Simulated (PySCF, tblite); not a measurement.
Isomers of C6H6F3N3. Computed with GFN2-xTB (tblite): harmonic, unscaled wavenumbers at the GFN2-xTB geometry, gas phase. This tight-binding method is rough: wavenumbers can miss measured ones by several per cent, in bad cases by 10 to 20. One conformer each.

Electronic energies: PBE0/pcSseg-1 single points on the GFN2-xTB geometries (PySCF, gas phase).

```csv
SMILES,"electronic energy, lowest = 0 (kcal/mol)"
C=CCn1cc(C(F)(F)F)nn1,39.9
CCc1ncnc(C(F)(F)F)n1,0.0
C=Cn1nc(C)c(C(F)(F)F)n1,28.4
```

Problem. How do GFN2-xTB zero-point energies change the relative energies?

Solution. 
```tsv
SMILES	ZPE (kcal/mol)	of it from modes above 1550 cm⁻¹	electronic (kcal/mol)	with ZPE, lowest = 0 (kcal/mol)	lowest mode (cm⁻¹)	rings
CCc1ncnc(C(F)(F)F)n1	75.8	28.2	0.0	0.0	7	1
C=Cn1nc(C)c(C(F)(F)F)n1	75.4	28.9	28.4	28.0	20	1
C=CCn1cc(C(F)(F)F)nn1	75.6	28.8	39.9	39.7	11	1
```

The zero-point energies span 0.4 kcal/mol, from `C=Cn1nc(C)c(C(F)(F)F)n1` to `CCc1ncnc(C(F)(F)F)n1`. The order is unchanged.

Problem. And how do the electronic energies of GFN2-xTB itself compare?

Solution. `CCc1ncnc(C(F)(F)F)n1` 0.0; `C=Cn1nc(C)c(C(F)(F)F)n1` 17.8; `C=CCn1cc(C(F)(F)F)nn1` 32.0 kcal/mol, lowest = 0. Against the energies above, taken from the same isomer `CCc1ncnc(C(F)(F)F)n1`, the largest difference is 10.6 kcal/mol.
